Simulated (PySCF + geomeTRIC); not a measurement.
The multiplicity is imposed and other spin states were not computed.

Method: BP86-D3(BJ)/def2-SVP in PySCF + geomeTRIC. fastk is a local helper that only speeds up exchange builds. No frequencies were computed at this level.

```python
import json, numpy as np
from pyscf import gto, dft
from fastk import lowrank_exchange
atoms = """
Zn    -0.247897    -1.233584    -0.705059
O     -1.121673    -0.986859     0.790747
C     -2.035786    -1.721323     1.548678
H     -2.963443    -1.924467     1.003487
H     -2.274130    -1.097827     2.417532
H     -1.617688    -2.668075     1.906415
O      0.871661    -0.110743    -1.444302
C      1.663222    -0.097229    -2.594387
H      2.411075    -0.897248    -2.596854
H      2.186075     0.865638    -2.586984
H      1.069009    -0.161479    -3.512050
"""
def scf(charge, spin, dm0=None):
    mol = gto.M(atom=atoms, basis='def2-svp', ecp={}, charge=charge, spin=spin, verbose=3, max_memory=5040)
    mf = dft.KS(mol, xc='bp86').density_fit(auxbasis="def2-universal-jkfit")
    mf.disp = 'd3bj'
    mf.grids.level = 3
    mf.conv_tol = 1e-8
    mf.max_cycle = 120
    mf.level_shift = 0.25
    mf.kernel(dm0)
    if not mf.converged:
        mf = mf.newton().run(mf.mo_coeff, mf.mo_occ).undo_soscf()
    return mf
mf = scf(0, 0)
from pyscf.geomopt.geometric_solver import kernel as optimize
path = []
done, mol = optimize(mf, maxsteps=120, assert_convergence=False, callback=lambda env: path.append((env["energy"], bool(env["g_scanner"].converged))))
res = dict(converged=bool(done and path[-1][1]), energy=path[-1][0], path=[e for e, c in path], xyz=mol.atom_coords(unit="Angstrom").tolist(), nao=mol.nao)
json.dump(res, open("result.json", "w"))
```

Output:

```
converged SCF energy = -2009.47246804152
Geometry optimization cycle 1
converged SCF energy = -2009.47246804557
cycle 1: E = -2009.47246805  dE = -2009.47  norm(grad) = 0.0472996
Geometry optimization cycle 2
converged SCF energy = -2009.48049768902
cycle 2: E = -2009.48049769  dE = -0.00802964  norm(grad) = 0.0252072
Geometry optimization cycle 3
converged SCF energy = -2009.48596863251
cycle 3: E = -2009.48596863  dE = -0.00547094  norm(grad) = 0.0127387
Geometry optimization cycle 4
converged SCF energy = -2009.48970567819
cycle 4: E = -2009.48970568  dE = -0.00373705  norm(grad) = 0.0127639
Geometry optimization cycle 5
converged SCF energy = -2009.49100122379
cycle 5: E = -2009.49100122  dE = -0.00129555  norm(grad) = 0.0115155
Geometry optimization cycle 6
converged SCF energy = -2009.49119035108
cycle 6: E = -2009.49119035  dE = -0.000189127  norm(grad) = 0.00666327
Geometry optimization cycle 7
converged SCF energy = -2009.49125062838
cycle 7: E = -2009.49125063  dE = -6.02773e-05  norm(grad) = 0.00243934
Geometry optimization cycle 8
converged SCF energy = -2009.49126644924
cycle 8: E = -2009.49126645  dE = -1.58209e-05  norm(grad) = 0.00133561
Geometry optimization cycle 9
converged SCF energy = -2009.49126934654
cycle 9: E = -2009.49126935  dE = -2.8973e-06  norm(grad) = 0.000908178
Geometry optimization cycle 10
converged SCF energy = -2009.49126884421
cycle 10: E = -2009.49126884  dE = 5.02334e-07  norm(grad) = 0.000597693
Geometry optimization cycle 11
converged SCF energy = -2009.4912685425
cycle 11: E = -2009.49126854  dE = 3.01715e-07  norm(grad) = 0.000570997
<class 'geometric.internal.Distance'> : 10
<class 'geometric.internal.Angle'> : 15
<class 'geometric.internal.Dihedral'> : 8
<class 'geometric.internal.TranslationX'> : 1
<class 'geometric.internal.TranslationY'> : 1
<class 'geometric.internal.TranslationZ'> : 1
<class 'geometric.internal.RotationA'> : 1
<class 'geometric.internal.RotationB'> : 1
<class 'geometric.internal.RotationC'> : 1
Step    0 : Gradient = 1.426e-02/1.780e-02 (rms/max) Energy = -2009.4724680456
Step    1 : Displace = 1.006e-01/1.660e-01 (rms/max) Trust = 1.000e-01 (=) Grad = 7.600e-03/1.085e-02 (rms/max) E (change) = -2009.4804976890 (-8.030e-03) Quality = 1.165
Step    2 : Displace = 1.419e-01/2.829e-01 (rms/max) Trust = 1.414e-01 (+) Grad = 3.841e-03/9.661e-03 (rms/max) E (change) = -2009.4859686325 (-5.471e-03) Quality = 1.199
Step    3 : Displace = 1.991e-01/3.585e-01 (rms/max) Trust = 2.000e-01 (+) Grad = 3.848e-03/5.966e-03 (rms/max) E (change) = -2009.4897056782 (-3.737e-03) Quality = 1.149
Step    4 : Displace = 1.822e-01/2.678e-01 (rms/max) Trust = 2.828e-01 (+) Grad = 3.472e-03/6.211e-03 (rms/max) E (change) = -2009.4910012238 (-1.296e-03) Quality = 1.228
Step    5 : Displace = 6.653e-02/8.368e-02 (rms/max) Trust = 3.000e-01 (+) Grad = 2.009e-03/3.366e-03 (rms/max) E (change) = -2009.4911903511 (-1.891e-04) Quality = 1.161
Step    6 : Displace = 2.288e-02/3.153e-02 (rms/max) Trust = 3.000e-01 (=) Grad = 7.355e-04/1.393e-03 (rms/max) E (change) = -2009.4912506284 (-6.028e-05) Quality = 1.087
Step    7 : Displace = 2.862e-03/6.527e-03 (rms/max) Trust = 3.000e-01 (=) Grad = 4.027e-04/5.454e-04 (rms/max) E (change) = -2009.4912664492 (-1.582e-05) Quality = 1.086
Step    8 : Displace = 1.549e-03/3.193e-03 (rms/max) Trust = 3.000e-01 (=) Grad = 2.738e-04/5.170e-04 (rms/max) E (change) = -2009.4912693465 (-2.897e-06) Quality = 0.689
Step    9 : Displace = 1.756e-03/2.769e-03 (rms/max) Trust = 3.000e-01 (=) Grad = 1.802e-04/3.016e-04 (rms/max) E (change) = -2009.4912688442 (+5.023e-07) Quality = -0.189
Step   10 : Displace = 9.334e-04/1.472e-03 (rms/max) Trust = 8.780e-04 (-) Grad = 1.722e-04/2.813e-04 (rms/max) E (change) = -2009.4912685425 (+3.017e-07) Quality = -0.134
Converged! =D
```

Cost: very roughly 2.8 core-minutes.
